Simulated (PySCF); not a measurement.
**Continuum solvent and chemical shifts**

Mapped SMILES: `[CH2:1]=[C:2]=[CH:3][CH2:4][c:5]1[cH:6][cH:7][cH:8][cH:9][n:10]1`. Hydrogens are named by the atom that carries them.

GIAO PBE0/pcSseg-1 in PySCF 2.14 on one PBE0-D3(BJ)/def2-SVP conformer, non-relativistic, equivalent nuclei averaged. Solvents enter as an IEF-PCM continuum (benzene with ε = 2.3, acetonitrile with ε = 35.7) around the gas-phase geometry. Shifts are referred to TMS computed in the same medium.

Gas phase, δ in ppm: C2 223.0, C5 166.6, C9 154.8, C7 141.6, C6 129.5, C8 126.2, C3 97.2, C1 78.9, C4 43.4, H(C9) 8.61, H(C7) 7.70, H(C6) 7.36, H(C8) 7.08, H(C3) 5.46. Dipole moment 2.00 D.

**Question.** How does each δ change in the continuum?

**Answer.** 
```json
{"atoms": "C2", "environment": "central carbon of an allene", "Δδ, benzene": "-0.1", "Δδ, acetonitrile": "-0.1"}
{"atoms": "C5", "environment": "substituted aromatic carbon next to a ring nitrogen", "Δδ, benzene": "+0.5", "Δδ, acetonitrile": "+1.1"}
{"atoms": "C9", "environment": "aromatic CH next to a ring nitrogen", "Δδ, benzene": "+0.6", "Δδ, acetonitrile": "+1.2"}
{"atoms": "C7", "environment": "aromatic CH", "Δδ, benzene": "+1.5", "Δδ, acetonitrile": "+3.7"}
{"atoms": "C6", "environment": "aromatic CH", "Δδ, benzene": "+0.9", "Δδ, acetonitrile": "+2.2"}
{"atoms": "C8", "environment": "aromatic CH", "Δδ, benzene": "+1.2", "Δδ, acetonitrile": "+2.8"}
{"atoms": "C3", "environment": "terminal carbon of a cumulated C=C=C unit", "Δδ, benzene": "+0.3", "Δδ, acetonitrile": "+0.3"}
{"atoms": "C1", "environment": "terminal carbon of a cumulated C=C=C unit", "Δδ, benzene": "+0.5", "Δδ, acetonitrile": "+1.5"}
{"atoms": "C4", "environment": "sp3 CH2 on an aromatic ring", "Δδ, benzene": "+0.3", "Δδ, acetonitrile": "+0.8"}
{"atoms": "H(C9)", "environment": "hydrogen on an aromatic CH next to a ring nitrogen", "Δδ, benzene": "+0.02", "Δδ, acetonitrile": "+0.03"}
{"atoms": "H(C7)", "environment": "hydrogen on an aromatic CH", "Δδ, benzene": "+0.16", "Δδ, acetonitrile": "+0.38"}
{"atoms": "H(C6)", "environment": "hydrogen on an aromatic CH", "Δδ, benzene": "+0.12", "Δδ, acetonitrile": "+0.30"}
{"atoms": "H(C8)", "environment": "hydrogen on an aromatic CH", "Δδ, benzene": "+0.16", "Δδ, acetonitrile": "+0.37"}
{"atoms": "H(C3)", "environment": "hydrogen on a terminal carbon of a cumulated C=C=C unit", "Δδ, benzene": "+0.06", "Δδ, acetonitrile": "+0.09"}
```

Changes are relative to the gas phase. The dipole moment becomes 2.33 D in benzene, 2.85 D in acetonitrile.

**Question.** Which nuclei move most (in ppm), and what does the model miss?

**Answer.** C7 (aromatic CH, +3.7 ppm) in acetonitrile. A continuum only polarises the solute; specific hydrogen bonds, the anisotropy of aromatic solvents and changes of geometry or conformer are outside it.
